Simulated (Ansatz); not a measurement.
The cluster Si₂Mo₂, relaxed as a singlet with RKS PBE0-D4/def2-SVP in Ansatz, starting from the GFN1-xTB geometry. Force threshold 0.02 eV/Å.

In the def2 sets Mo takes a core potential; there is no spin–orbit coupling. The structure comes from a short search, and lower isomers may exist.

Start:

```xyz
4

Mo   -1.282    0.560    0.269
Mo    0.087   -1.422   -0.041
Si    0.913    0.406    1.451
Si    0.282    0.456   -1.679
```

(1) Estimate the energy that the relaxation releases and the steps that it takes.

(2) Does the start keep its bonding and symmetry?

(3) Predict the relaxed structure.

Answers

(1) 33.6 kcal/mol, in 7 steps; 35 s on 2 threads of Arm Neoverse V1 on a shared host. No frequencies were taken in this run, so the end may be a saddle point.

(2) Bonds formed: Si3–Si4 (atoms count from 1). The end is the same structure that another start reached, the lowest one found. Point group C2v at the start, C2v at the end, both within 0.05 Å.

(3) 
```xyz
4

Mo   -1.305    0.345    0.269
Mo   -0.118   -1.371    0.002
Si    0.961    0.494    1.099
Si    0.462    0.533   -1.370
```
Bond lengths (bridged metal pairs left out): 4 × Mo–Si 2.42 Å; 1 × Mo–Mo 2.10 Å; 1 × Si–Si 2.52 Å.
